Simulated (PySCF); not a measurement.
**How methods differ on the excitation energy of N**

N [He] 2s2 2p3 (4S) → N [He] 2s1 2p4 (4P), as a difference of total energies. Computed with PySCF 2.14 in aug-cc-pVDZ-DK (4s3p2d, 23 functions), with the spin-free X2C one-electron Hamiltonian (Gaussian nucleus). Correlated levels: valence: 1s2 frozen. The calculations carry no spin-orbit coupling.

```
           method  excitation energy (eV)
              UHF                  11.009
              LDA                  10.676
           r2SCAN                  10.440
             BLYP                  10.533
            wB97X                  11.159
           M06-2X                  11.332
          r2SCANh                  10.522
    MP2 (valence)                  11.073
SCS-MP2 (valence)                  11.062
```

Question: Estimate what PBE0 gives.

Answer: 10.751 eV, closest to LDA among the rows shown.

Question: Estimate what PBE gives.

Answer: 10.512 eV, closest to r2SCANh among the rows shown.

Errors of the correlated levels include the incompleteness of this basis and the frozen core.

For comparison: 10.927 eV (measured; NIST levels, between the centres of gravity of the two terms).
